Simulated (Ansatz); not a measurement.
Reaction (redistribution): `[CH3][GeH]([F])[GeH3]` + `B[SiH2]Cl` → `B[SiH2][GeH3]` + `[CH3][GeH]([F])[Cl]`

Gas-phase electronic energies from Ansatz, PBE0-D4/def2-TZVP geometries. CCSD(T)/CBS is the MP2 limit (def2-TZVPP, def2-QZVPP) plus CCSD(T) − MP2 in def2-TZVPP, frozen cores. DFT in def2-TZVPP. B3LYP here is the variant with VWN-RPA as its local correlation; programs differ in this. For Ge outer-core shells are correlated without core-valence functions, which leaves a few kJ/mol of doubt a bond. Scalar relativity is left out up to krypton.

`[CH3][GeH]([F])[GeH3]`:

Z-matrix (Å, degrees):
```
C
Ge 1 1.943
H 1 1.090 2 110.1
H 1 1.092 2 110.2 3 -120.1
H 1 1.091 2 109.7 3 120.0
F 2 1.755 1 105.7 3 -61.6
Ge 2 2.427 1 114.7 3 54.4
H 2 1.543 1 111.8 3 -175.1
H 7 1.535 2 110.6 1 -176.1
H 7 1.536 2 109.8 1 -55.3
H 7 1.539 2 109.5 1 63.9
```

`B[SiH2]Cl`:

Cartesian coordinates in Å:
```
B -0.326 0.941 -0.730
Si 0.221 -0.523 0.523
Cl 0.073 -2.413 -0.293
H -0.283 2.068 -0.332
H -0.689 0.749 -1.851
H 1.636 -0.326 0.940
H -0.632 -0.496 1.743
```

`B[SiH2][GeH3]`:

Cartesian coordinates in Å:
```
B 0.421 -1.666 0.820
Si -0.329 -0.685 -0.734
Ge -0.057 1.598 -0.047
H 1.591 -1.899 0.891
H -0.264 -1.938 1.762
H -1.781 -0.895 -0.984
H 0.417 -0.847 -2.012
H 1.425 1.920 0.207
H -0.843 1.876 1.245
H -0.579 2.537 -1.148
```

`[CH3][GeH]([F])[Cl]`:

Cartesian coordinates in Å:
```
C 1.042 0.276 -0.020
Ge -0.793 -0.284 0.154
F -1.009 -1.690 -0.840
Cl -2.092 1.209 -0.666
H 1.209 1.187 0.554
H 1.703 -0.511 0.345
H 1.255 0.469 -1.072
H -1.315 -0.658 1.545
```

```tsv
level	ΔE (kJ/mol)
B3LYP	9.3
MP2/CBS(def2)	10.8
```

Question: What does CCSD(T)/CBS give? (Estimate.)

Answer: Ansatz gave: +8.8 kJ/mol. The listed levels differ from it by 0.5, 2.0 kJ/mol.

Largest T1 diagnostic among the species: 0.013.

In def2-TZVPP, CCSD(T) changes the Hartree–Fock value by −7.1 kJ/mol (the triples alone add −2.4 kJ/mol) and MP2 by −5.1 kJ/mol.
